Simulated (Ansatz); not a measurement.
Mulliken charges of `O=C(S)[TeH]` from PBE/def2-TZVPP in Ansatz (PBE0-D4/def2-TZVP geometry).

```json
{"atom": "O1", "x (Å)": "-0.469", "y (Å)": "-1.421", "z (Å)": "0.815", "charge (e)": "-0.184"}
{"atom": "C2", "x (Å)": "0.068", "y (Å)": "-0.556", "z (Å)": "0.204", "charge (e)": "0.092"}
{"atom": "S3", "x (Å)": "1.720", "y (Å)": "-0.760", "z (Å)": "-0.419", "charge (e)": "-0.060"}
{"atom": "Te4", "x (Å)": "-0.863", "y (Å)": "1.345", "z (Å)": "-0.228", "charge (e)": "0.043"}
{"atom": "H5", "x (Å)": "1.819", "y (Å)": "0.451", "z (Å)": "-0.990", "charge (e)": "0.107"}
{"atom": "H6", "x (Å)": "-2.233", "y (Å)": "0.877", "z (Å)": "0.571", "charge (e)": "0.002"}
```

Question: By hand: the dipole of these point charges (1 e Å = 4.8032 D).

Answer: Σ q r = (0.142, 0.364, -0.221) e Å, of length 0.449 e Å = 2.16 D.

Question: How does the dipole of the full density compare? (Best estimate.)

Answer: Ansatz gave: (0.124, 0.396, -0.227) e Å, 2.27 D; the point charges give 0.95 times that, at 4° from its direction.

Point charges leave out the atoms' own dipoles, such as those of lone pairs, and Mulliken's split depends on the basis, so the close match here is no proof of good charges.
